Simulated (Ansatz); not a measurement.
Si₄NH₁₂ClO₃, singlet: at the end structure of a reaction step.

in.yaml

```yaml
crystal:
  periodic: [false, false, false]
  atoms:
    - {symbol: Si, position_ang: [0.905516, 0.364528, 1.341903]}
    - {symbol: O, position_ang: [0.635651, 0.276976, -2.010055]}
    - {symbol: Si, position_ang: [-0.942827, 0.566684, -2.345841]}
    - {symbol: O, position_ang: [-0.653718, 0.701408, 1.119303]}
    - {symbol: Si, position_ang: [-2.207064, 0.396080, 1.569836]}
    - {symbol: O, position_ang: [1.307644, -1.133723, 0.937243]}
    - {symbol: Si, position_ang: [1.212434, -2.383006, -0.134068]}
    - {symbol: Cl, position_ang: [1.336508, 0.582081, 3.330927]}
    - {symbol: H, position_ang: [1.054103, 0.800609, -1.299330]}
    - {symbol: N, position_ang: [1.766759, 1.456278, 0.335629]}
    - {symbol: H, position_ang: [-1.307081, 1.985434, -2.071010]}
    - {symbol: H, position_ang: [-1.164330, 0.264805, -3.781930]}
    - {symbol: H, position_ang: [-1.852057, -0.300191, -1.543262]}
    - {symbol: H, position_ang: [-2.527573, -1.031676, 1.326890]}
    - {symbol: H, position_ang: [-2.372455, 0.707854, 3.011291]}
    - {symbol: H, position_ang: [-3.087245, 1.267044, 0.757941]}
    - {symbol: H, position_ang: [1.467629, -3.623775, 0.638978]}
    - {symbol: H, position_ang: [2.250561, -2.226857, -1.178050]}
    - {symbol: H, position_ang: [-0.141459, -2.443398, -0.733430]}
    - {symbol: H, position_ang: [2.769020, 1.334752, 0.287513]}
    - {symbol: H, position_ang: [1.549988, 2.437990, 0.439625]}
basis:
  gaussian: {orbitals: "def2-QZVPP.json"}
correlation: {method: mp2}
```

The basis file named in the input lies beside it (Basis Set Exchange, JSON).

Command:

```bash
ansatz run in.yaml --threads 4 --pin off --events-out ev --progress --plain --max-ram 46080MiB --backend cuda --devices 0, --max-vram 37GiB
```

Output of Ansatz 0.2.0:

```
Functional definition: HF
  name "HF"
  cite "Fock, Z. Phys. 61, 126 (1930) doi:10.1007/BF01340294"
  parent pbe
  exchange = exact_x
  correlation = 0
5555 factors; integrals over basis functions are off by at most 8.6e-4 eV
mean field evaluation 1: about -51743.0145 eV, gradient 6.7e1 eV
mean field evaluation 2: about -51743.3099 eV, gradient 6.7e1 eV
mean field evaluation 4: about -51752.1264 eV, gradient 5.5e0 eV
mean field evaluation 8: about -51752.2427 eV, gradient 3.5e-1 eV
mean field -51752.24370200 eV, -1901.8598771177 hartree, gradient 2.3e-6 eV, S^2 0.000000; 0 other end points of the search recorded, 0 dependent functions left out
29 core orbitals not correlated: weight in the atoms' cores, before any rotation towards them, 1.000 or more for the frozen orbitals, at most 0.000 for the correlated occupied ones
reference -51752.24370200 eV, -1901.8598771177 hartree; 29, 29 occupied and 880, 880 virtual orbitals, 5555 factors
second order -47.59299788 eV of doubles, -0.00000000 eV of singles
Total energy: -51799.83669988 eV, -1903.6088875300 hartree
```

The lines “mean field evaluation” count trial sets of orbitals through the whole run, from several starts and some on an approximate energy, so they need not fall steadily or lie above the final value.

The run took 8.5 s on 4 CPU threads of an AMD EPYC 7R13 and a share of one NVIDIA H100 (shared host), with 1.6 GiB of host memory at its peak.
